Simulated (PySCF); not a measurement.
## Working out the ionisation energy of Kr

Kr [Kr] (1S) → Kr+ [Ar] 3d10 4s2 4p5 (2P). Calculation: PySCF 2.14, in pcseg-2 (6s5p3d1f, 43 functions); the non-relativistic Hamiltonian (point nucleus). Frozen: [Ar] 3d10. Energies in hartree (1 hartree = 27.21139 eV):

| part | Kr (lower) | Kr+ (upper) |
| --- | --- | --- |
| UHF | -2752.024150 | -2751.543031 |
| CCSD correlation | -0.186428 | -0.156880 |
| (T) | -0.005375 | -0.004041 |

**Question.** What does Hartree-Fock give?

**Answer.** (-2751.543031) − (-2752.024150) = 0.481119 hartree = 13.092 eV.

**Question.** What do CCSD and CCSD(T) give?

**Answer.** The CCSD correlation energies differ by 0.029548 hartree = 0.804 eV and the triples by 0.001334 hartree = 0.036 eV, so CCSD gives 13.896 eV and CCSD(T) 13.932 eV.

Measured between the centres of the two terms (NIST): 14.222 eV, so CCSD(T) (valence) is off by -0.290 eV.

The calculation is non-relativistic.

What remains against the reference includes basis incompleteness, the frozen core and higher excitations.
